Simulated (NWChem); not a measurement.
## Basis-set convergence for H$_{2}$OSSi

```xyz
5

Si    -0.8577    -0.4120     0.0000
O      0.1610    -1.7272     0.0000
H      1.1215    -1.6379     0.0000
S      0.6190     1.1905     0.0000
H     -0.3053     2.1757     0.0000
```
Charge 0, spin multiplicity 1.

The numbers come from NWChem runs, not from measurements. The geometry was optimised at PBE0/def2-SVP, a minimum by its harmonic frequencies. It is one conformer; others weren't searched.

Quantity: LUMO energy at the level PBE.

The Pople sets run with spherical d functions. The structure started from a generated list of species.

Costs are rough ratios of processor time within this set of runs, SCF included, with 6-31G* as 1.

| basis | functions | LUMO energy (eV) | relative cost |
|---|---|---|---|
| 6-31G* | 54 | -2.42 | 1 |
| cc-pVDZ | 60 | -2.34 | under 3 |
| pcseg-1 | 60 | -2.60 | under 3 |
| 6-31+G* | 66 | -2.68 | under 3 |
| 6-311G** | 82 | -2.55 | under 3 |
| aug-pcseg-1 | 95 | -2.67 | under 3 |
| 6-311++G** | 96 | -2.70 | under 3 |
| def2-TZVP | 117 | -2.52 | 4 |
| aug-cc-pVTZ | 192 | -2.63 | 90 |
| cc-pVQZ | 233 | -2.57 | 100 |

Smallest basis within 0.2 eV of cc-pVQZ, the largest set run: 6-31G*, with 54 functions against 233 and about 0.7 % of the time (also within reach: pcseg-1, 6-31+G*, 6-311G**, aug-pcseg-1, 6-311++G**, def2-TZVP, aug-cc-pVTZ). cc-pVQZ isn't the basis-set limit itself, and a small set can land close by cancellation.
